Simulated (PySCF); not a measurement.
## Rhodium: highly charged ions in a basis for the neutral atom

Rh¹⁴⁺ [Ar] 3d10 4s2 4p1, Rh¹⁵⁺ [Ar] 3d10 4s2. Calculation: PySCF 2.14, in x2c-TZVPall (8s6p6d1f, 63 functions); the spin-free X2C one-electron Hamiltonian (Gaussian nucleus). No spin-orbit coupling, so a gap to NIST mixes the basis error with missing relativistic terms.

Changed run: basis of the neutral atom used for a highly charged ion. This setting is unsound on purpose.

```
species  method  sound run (hartree)  changed run (hartree)  converged
  Rh¹⁴⁺     UHF              not run            -4712.91459        yes
  Rh¹⁴⁺   M06-L              not run            -4714.62162        yes
  Rh¹⁴⁺    PBE0              not run            -4714.30524        yes
  Rh¹⁵⁺     UHF              not run            -4700.89231        yes
  Rh¹⁵⁺   M06-L              not run            -4702.57510        yes
  Rh¹⁵⁺    PBE0              not run            -4702.24194        yes
```

Ionisation energy of Rh¹⁴⁺:

| method | changed run (eV) | NIST (eV) |
| --- | --- | --- |
| UHF | 327.14 | 331.58 ± 0.14 |
| M06-L | 327.80 | 331.58 ± 0.14 |
| PBE0 | 328.26 | 331.58 ± 0.14 |

The contracted functions were made for the neutral atom and can be too rigid for a highly charged ion.
